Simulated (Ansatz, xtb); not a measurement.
## C7H4ClN: which of two isomers lies lower

Structure a is `N#Cc1cccc(Cl)c1`, a singlet and structure b is `N#Cc1ccc(Cl)cc1`, a singlet. Both are isolated molecules in the gas phase, relaxed with PBE-D3(BJ)/def2-SVP.

Energies in hartree; the thermal terms are from GFN2-xTB frequencies at re-optimised GFN2-xTB minima (ideal gas, soft modes damped towards free rotors, one conformer each, 298.15 K, 1 atm) and include the zero-point energy:

```
                              a           b
E, CCSD(T)/def2-SVP  −782.235404  −782.236074
    E, MP2/def2-SVP  −782.141959  −782.142736
  E, MP2/def2-TZVPP  −782.928885  −782.929642
  zero-point energy     0.086600     0.086614
       H(298 K) − E     0.095152     0.095175
       G(298 K) − E     0.053734     0.054462
```

**Question.** Correct the CCSD(T) difference for the basis set by the MP2 change, then work out ΔE, ΔE₀, ΔH and ΔG for a → b in kJ/mol (1 Eh = 2625.50 kJ/mol) and the equilibrium ratio [b]/[a].

**Answer.** 1. Differences b − a: CCSD(T) −0.000670, MP2 in the small set −0.000777, MP2 in the large set −0.000757 Eh.
2. ΔE = −0.000670 + (−0.000757 − (−0.000777)) = −0.000650 Eh = −1.71 kJ/mol.
3. ΔE₀ = ΔE + ΔZPE = −0.000650 + (+0.000014) Eh = −1.67 kJ/mol.
4. ΔH = ΔE + (+0.000023) Eh = −1.65 kJ/mol.
5. ΔG = ΔE + (+0.000728) Eh = +0.20 kJ/mol, so ΔS = (ΔH − ΔG)/T = −6.2 J/(mol K).
6. kT = 0.9442 mEh, so K = [b]/[a] = exp(−ΔG/kT) = exp(−0.08) ≈ 0.92.

The two are too close for this level to say which is favoured. An error of 4 kJ/mol in ΔG would change K by a factor of 5. Mirror images and further conformers aren't counted.

As drawn, both hold the same kinds of bond in the same numbers.

Other levels gave ΔE = −1.7 (GFN2-xTB); −1.1 (HF/STO-3G, GFN2-xTB geometries); −3.1 (r2SCAN-D4/def2-SVP, GFN2-xTB geometries); −2.9 (PBE-D3(BJ)/def2-SVP); −2.4 (HF/def2-SVP); −2.0 (MP2/def2-SVP); −1.8 (CCSD(T)/def2-SVP) kJ/mol. The correlated steps freeze 13 core orbitals. Programs: Ansatz 0.2.0, xtb 6.7.1.
